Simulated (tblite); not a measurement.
Start geometry of `[C@H]1(C[C@H](Cl)[C@@H]1F)C#[C]` [radical] from a force field or distance geometry (Å):
```
atom  x, y, z in Å
C1     3.3061    0.8133    1.0759
C2     1.8302    0.3749    0.8808
C3     0.4794   -0.0800    0.7508
C4     0.1700   -0.9561   -0.4953
C5    -1.2086   -0.2681   -0.5454
Cl6   -1.9914   -0.0634   -2.1481
C7    -0.5236    0.9534    0.1338
F8     0.0190    1.8820   -0.6887
H9     0.0893   -0.5223    1.6779
H10    0.8096   -0.7722   -1.3506
H11    0.1395   -2.0431   -0.3044
H12   -1.9532   -0.7506    0.1000
H13   -1.1708    1.4327    0.8955
```

Problem. What comes out of this run: GFN2-xTB geometry optimisation, gas phase (tblite)?

Solution. 
```
atom  x, y, z in Å
C1     3.003    0.854    0.722
C2     1.885    0.433    0.709
C3     0.524   -0.077    0.742
C4     0.135   -1.053   -0.388
C5    -1.154   -0.249   -0.596
Cl6   -1.577    0.154   -2.267
C7    -0.579    0.901    0.261
F8    -0.102    1.939   -0.478
H9     0.305   -0.464    1.739
H10    0.806   -0.973   -1.241
H11    0.017   -2.097   -0.110
H12   -2.032   -0.699   -0.134
H13   -1.234    1.332    1.024
```

The energy falls by 263.4 kJ/mol over 55 L-BFGS steps, the largest force on an atom goes from 9.60 to 0.008 eV/Å, and the atoms move by 0.257 Å rms after alignment. The bond that changes most is C1≡C2 (ends: carbon bonded to C; carbon bonded to 2 C), which shortens by 0.357 Å. Bonds longer at the end by more than 0.005 Å: 2 of 13; shorter: 10. Among the angles that change most is C5–C7–H13, from 112.5° to 117.2°. Among the dihedrals that turn most is H9–C3–C7–C5, from -85° to -101°. Rotational constants go from 4100, 967.6, 878.0 to 3604, 1127, 1022 MHz. The orientation of the end geometry is arbitrary; only internal coordinates are fixed.

Its GFN2-xTB frequencies are all real (lowest 40 cm⁻¹).

One conformer stands for the species.

The numbers are calculated, not measured.
